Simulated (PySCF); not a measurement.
C₆H₈F₂O (charge +1 and doublet state).
SMILES with atom numbers: `[CH2+:1][C:2]([CH2:3][F:4])/[C:5](=[CH:6]\[F:7])[CH2:8][OH:9]` (hydrogens: H10, H11 on C1; H12, H13 on C3; H14 on C6; H15, H16 on C8; H17 on O9)

Geometry (GFN2-xTB, Å), atoms numbered from 1 in this order:
```xyz
17
C6H8F2O angstrom
C     -1.8944   -0.9613    0.3264
C     -0.8815   -0.1506   -0.0544
C     -1.1587    1.2674   -0.4574
F     -0.2306    1.7287   -1.3413
C      0.5115   -0.5743   -0.0603
C      0.8916   -1.8388   -0.3898
F      0.0350   -2.7482   -0.7709
C      1.5692    0.4371    0.2642
O      1.0790    1.3971    1.1344
H     -2.9182   -0.6266    0.2887
H     -1.7288   -1.9518    0.7165
H     -2.1401    1.3466   -0.9417
H     -1.1337    1.9418    0.4130
H      1.9173   -2.1901   -0.4025
H      2.4383   -0.0867    0.6997
H      1.9324    0.8953   -0.6771
H      1.7045    2.1267    1.2426
```

The hyperfine couplings belong to this conformer and change with its torsions.

Method used: UKS B3LYP, pcH-1 on C F H O, non-relativistic, mean-field spin-orbit, GIAO in PySCF. The structure is a single GFN2-xTB conformer in the gas phase; no vibrational or solvent corrections. A GFN2-xTB geometry isn't a minimum of the functional, and hyperfine couplings can be far from their values at a DFT geometry, by a factor of two or more for some ions and for spin on atoms past the first row. The frame is twisted about the C2–C5 bond at this geometry (dihedral C3–C2–C5–C8 = 32°); couplings at other torsion angles weren't computed. The SCF solution wasn't tested for stability.

Question: Break the g tensor into its mass correction, gauge correction and orbital-Zeeman/spin–orbit terms.

Answer: 
```
                    Δg (ppm)     1     2     3
relativistic mass correction  -190  -190  -190
            gauge correction    18    35    24
   orbital Zeeman/spin–orbit   299  2017  3283
                       total   127  1862  3117
```

So g = 2.00245, 2.00418, 2.00544 and g_iso = 2.00402; the tensor is rhombic: the two nearest values differ by 42 % of g3 − g1. Axes: g2 points within 6° of the C6–H14 bond.

Question: What effective moment and Curie constant follow for a powder?

Answer: With the mean of g² = 4.0161 and S(S+1) = 0.75: μ_eff = √(⟨g²⟩S(S+1)) = 1.736 μB and χT = 0.12505·⟨g²⟩·S(S+1) = 0.377 cm³ K/mol (cgs; spin-Hamiltonian part alone).

Question: What are the electron Larmor frequencies g μB B/h along the three axes at 330 mT?

Answer: 9.2488, 9.2568, 9.2626 GHz for g1, g2 and g3, a range of 13.8 MHz.

Question: In a frozen sample, at which fields do the three g values resonate at 9.5, 34, 94 and 263 GHz (hyperfine left aside), and which band first spreads them over more than twice a line width of 1.0 mT?

Answer: 
```tsv
band	GHz	B(g3) mT	B(g2) mT	B(g1) mT	spread mT
X	9.5	338.46	338.67	338.96	0.51
Q	34.0	1211.32	1212.08	1213.13	1.81
W	94.0	3348.94	3351.04	3353.94	5.00
J	263.0	9369.91	9375.78	9383.90	13.99
```

The spread grows in proportion to the frequency. W band is the first where it exceeds 2.0 mT.

The Mulliken spin populations are largest on C1 (+0.39), C6 (+0.33), C5 (+0.10) and O9 (+0.07).

The HOMO–LUMO gaps are 5.12 eV among the α and 2.17 eV among the β orbitals.

The SMILES draws the unpaired electron on C2; the largest computed Mulliken spin population is on C1 (0.39 against 0.01).
